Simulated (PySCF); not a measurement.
Compound: C3H3ClN2O2.
SMILES with atom numbers: `[CH3:1][O:2][c:3]1[n:4][n:5][c:6]([Cl:7])[o:8]1` (hydrogens: H9, H10, H11 on C1)

Structure used (GFN2-xTB), in Å, numbered top down from 1:
```
atom  x, y, z in Å
C1    -2.062    0.011   -0.020
O2    -0.924   -0.819   -0.232
C3     0.223   -0.253    0.048
N4     0.453    0.943    0.484
N5     1.795    1.056    0.619
C6     2.300   -0.069    0.260
Cl7    3.910   -0.514    0.218
O8     1.353   -0.974   -0.125
H9    -2.004    0.903   -0.645
H10   -2.920   -0.597   -0.293
H11   -2.120    0.316    1.026
```

Computed at PBE0/pcSseg-1 (PySCF, non-relativistic), with Q(17O) = −0.0256 b, Q(14N) = 0.02044 b, Q(35Cl) = −0.0817 b: O2, 17O (I = 5/2): χzz = -11.30 MHz, η = 0.663; N4, 14N (I = 1): χzz = -4.383 MHz, η = 0.747; N5, 14N (I = 1): χzz = -5.140 MHz, η = 0.314; Cl7, 35Cl (I = 3/2): χzz = -80.98 MHz, η = 0.075; O8, 17O (I = 5/2): χzz = -8.839 MHz, η = 0.313.

**Question.** Where would the pure quadrupole (NQR) lines of 17O at O2 fall for the rigid, isolated species?

**Answer.** From the eigenvalues of H = χ/[4I(2I − 1)] × [3Iz² − I(I + 1) + η(Ix² − Iy²)], steps between neighbouring levels, labelled as for η = 0: ±1/2↔±3/2 2.364 MHz, ±3/2↔±5/2 3.161 MHz (aryl ether oxygen).

**Question.** Where would the pure quadrupole (NQR) lines of 14N at N4 fall for the rigid, isolated species?

**Answer.** From ν± = (3/4)|χ|(1 ± η/3) and ν0 = |χ|η/2: ν+ 4.106 MHz, ν− 2.469 MHz, ν0 1.637 MHz (pyridine-type nitrogen).

**Question.** Find the zero-field quadrupole resonance frequencies of 14N at N5.

**Answer.** From ν± = (3/4)|χ|(1 ± η/3) and ν0 = |χ|η/2: ν+ 4.258 MHz, ν− 3.452 MHz, ν0 0.806 MHz (pyridine-type nitrogen).

**Question.** Find the zero-field quadrupole resonance frequencies of 35Cl at Cl7.

**Answer.** From ν = (|χ|/2)√(1 + η²/3): ν = 40.53 MHz (aryl chlorine). For 37Cl the ratio of quadrupole moments, 0.7881, gives 31.94 MHz.

**Question.** Find the zero-field quadrupole resonance frequencies of 17O at O8.

**Answer.** From the eigenvalues of H = χ/[4I(2I − 1)] × [3Iz² − I(I + 1) + η(Ix² − Iy²)], steps between neighbouring levels, labelled as for η = 0: ±1/2↔±3/2 1.461 MHz, ±3/2↔±5/2 2.602 MHz (furan-type oxygen).

**Question.** Apply the simplest Townes–Dailey estimate (no s hybridisation, no π bonding), ionic character = 1 − χzz/χ0, where χ0 is the coupling for one missing p electron along the bond: −109.74 MHz for 35Cl.

**Answer.** Cl7 on C6: 1 − (-80.98)/(-109.74) = 0.26. In this model a purely covalent bond gives χ0 and a free halide ion gives zero; s hybridisation or π bonding, where present, is counted here as ionic character.

In a crystal, neighbours and librations shift these lines. GFN2-xTB bond lengths can be off by several hundredths of an ångström, more for odd bonds, and the gradients follow them. With so small a basis the couplings can be 20 % off.

These values come from a run that also computed NMR shieldings. Hardware: one thread, Intel Xeon 6975P-C (x86_64), shared host with 192 logical CPUs at a one-minute load of 112. Cost: 16 s wall, 0.72 GiB resident at most.

One conformer stands for the species.
